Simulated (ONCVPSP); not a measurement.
**Varying the ONCV potential for Br (Z = 35)**

Base potential:

ONCVPSP 4.0.1 input, shortened (lines: element, Z, core and valence counts, functional; n l f; lmax; l rc ep ncon nbas qcut; lloc lpopt rc5 dvloc0; l nproj debl; icmod fcfact rcfact), PBE, scalar-relativistic:

```
  Br 35.00    3    5        4      upf
    1    0    2.00
    2    0    2.00
    2    1    6.00
    3    0    2.00
    3    1    6.00
    3    2   10.00
    4    0    2.00
    4    1    3.50
    2
    0    0.90    0.00    4    7   12.00
    1    1.10    0.00    3    7   10.10
    2    1.10    0.00    4    8   13.50
    4    5    0.65    4.00
    0    2    1.80
    1    2    3.30
    2    3    3.50
    0    0.00    0.00
```

Cutoffs, loose and tight: the cutoffs (Ha) at which the residual kinetic energy of the hardest occupied pseudo-wave falls to 1 and 0.1 mHa per electron. They do not see the model core or the augmentation charge, which bear on the density cutoff. Test errors are all-electron minus pseudo excitation energies from the reference, over the configurations 3s2 3p6 3d10 4s2 4p5; 3s2 3p6 3d10 4s2 4p4; 3s2 3p6 3d10 4s2 4p3; 3s2 3p6 3d10 4s2 4p2. A dash means not determined; rows that change the core or the reference have their own tests.

A true bound ghost makes a file unfit for plane-wave use even where its test errors are small: the radial tests pick states by their node count and pass the ghost by.

```csv
change,outcome,"cutoff, loose","cutoff, tight",bound ghosts,GHOST(+) flags above zero,largest test error (meV)
base,generated,82 Ha,130 Ha,none,p,-8.4
"all radii scaled by about 0.78 (s 0.70, p 0.86, d 0.86 bohr); local potential polynomial inside 0.50 bohr (lpopt 5, dvloc0 4 Ha)",generated,296 Ha,350 Ha,d,"s, d",-4.8
"all radii scaled by about 1.33 (s 1.20, p 1.46, d 1.46 bohr); local potential polynomial inside 0.86 bohr (lpopt 5, dvloc0 4 Ha)",generated,64 Ha,72 Ha,none,none,-13
```

Task: What comes out with this change to the base: all radii scaled by about 1.22 (s 1.10, p 1.34, d 1.34 bohr); local potential polynomial inside 0.80 bohr (lpopt 5, dvloc0 4 Ha)?

Result: outcome: generated; cutoff, loose: 69 Ha; cutoff, tight: 77 Ha; bound ghosts: none; GHOST(+) flags above zero: none; largest test error (meV): -12.

Task: What comes out with this change to the base: all radii scaled by about 1.11 (s 1.00, p 1.22, d 1.22 bohr); local potential polynomial inside 0.72 bohr (lpopt 5, dvloc0 4 Ha)?

Result: outcome: generated; cutoff, loose: 75 Ha; cutoff, tight: 82 Ha; bound ghosts: none; GHOST(+) flags above zero: none; largest test error (meV): -9.8.

Task: What comes out with this change to the base: all radii scaled by about 0.91 (s 0.82, p 1.00, d 1.00 bohr); local potential polynomial inside 0.58 bohr (lpopt 5, dvloc0 4 Ha)?

Result: outcome: generated; cutoff, loose: 90 Ha; cutoff, tight: 227 Ha; bound ghosts: none; GHOST(+) flags above zero: d; largest test error (meV): -6.3.

Reading the sweep of the scale of all radii (base = 1) (base included, trends over the rows without a ghost): The loose cutoff falls from 90 Ha at 0.91 to 64 Ha at 1.33. A larger radius leaves more room for a smooth pseudo-wave, so fewer plane waves are needed; a smaller one forces it to follow the all-electron wave where it bends sharply. The median size of the test errors (rows with all tests solved) is not monotonic: lowest 2.2 meV at 0.91, highest 3.3 meV at 1.22. Bound ghosts are found at 0.78.
